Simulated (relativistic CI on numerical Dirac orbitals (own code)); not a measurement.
Calculated at this level of theory: Dirac-Coulomb-Breit CI, KLI orbitals optimised for each configuration, a model potential for QED, unscaled Slater integrals (own radial code, finite nucleus).

Configuration list (outside the closed core [Ne]): 3s2.3p6.3d8, 3s2.3p5.3d9, 3s2.3p4.3d10, 3s.3p6.3d9, 3p6.3d10, 3s.3p5.3d10, 3s2.3p6.3d7.4s, 3s2.3p6.3d7.4p, 3s2.3p4.3d9.4s, 3s2.3p6.3d7.4d, 3s2.3p4.3d9.4p, 3s2.3p5.3d8.4s, 3s2.3p6.3d7.4f, 3s2.3p4.3d9.4d, 3s.3p5.3d9.4s, 3s2.3p5.3d8.4p, 3s.3p5.3d9.4p, 3s2.3p6.3d6.4s2, 3s2.3p5.3d8.4d, 3s.3p5.3d9.4d, 3s.3p6.3d8.4s, 3s2.3p6.3d6.4s.4p, 3p6.3d9.4s, 3s2.3p5.3d8.4f, 3s2.3p6.3d7.5s, 3s2.3p6.3d6.4p2, 3s2.3p6.3d6.4s.4d, 3s.3p6.3d8.4p, 3p6.3d9.4p, 3s2.3p6.3d7.5p, 3s2.3p5.3d7.4s2, 3s2.3p6.3d7.5d, 3s2.3p6.3d6.4p.4d, 3p6.3d9.4d, 3s.3p6.3d8.4d, 3s2.3p6.3d7.5f. Levels of other configurations are missing.

At this charge energies of transitions that change n are usually good to better than 1 %, and those within a shell (Δn = 0) to a few per cent.

Outline of the computed level scheme of Hg LV. Lowest level of each configuration: 3s2.3p6.3d8 3F_4 at 0.00 eV; 3s2.3p5.3d9 3F°_4 at 500.16 eV; 3s2.3p4.3d10 3P_2 at 1034.23 eV; 3s.3p6.3d9 3D_3 at 1241.96 eV; 3s.3p5.3d10 3P°_2 at 1745.24 eV; 3s2.3p6.3d7.4s 5F_5 at 2026.47 eV; 3s2.3p6.3d7.4p 3F°_4 at 2135.00 eV.

Some strong electric-dipole decays among the lowest 45 levels: 3s2.3p4.3d10 1D_2 → 3s2.3p5.3d9 3F°_3 (8.8e+12 s⁻¹); 3s2.3p5.3d9 3D°_1 → 3s2.3p6.3d8 3F_2 (8.6e+12 s⁻¹); 3s2.3p5.3d9 1F°_3 → 3s2.3p6.3d8 1G_4 (7.5e+12 s⁻¹); 3s.3p5.3d10 1P°_1 → 3s2.3p4.3d10 3P_2 (6.6e+12 s⁻¹); 3s.3p6.3d9 3D_3 → 3s2.3p5.3d9 3F°_4 (5.5e+12 s⁻¹); 3s2.3p5.3d9 3F°_2 → 3s2.3p6.3d8 3F_2 (4.6e+12 s⁻¹); 3s.3p6.3d9 3D_2 → 3s2.3p5.3d9 3F°_3 (4.2e+12 s⁻¹); 3s.3p5.3d10 3P°_2 → 3s2.3p4.3d10 3P_2 (4.1e+12 s⁻¹).

LS names give the leading component of a level, which can be under half, so a name can repeat, a term be missing and a line seem to break the LS rules.
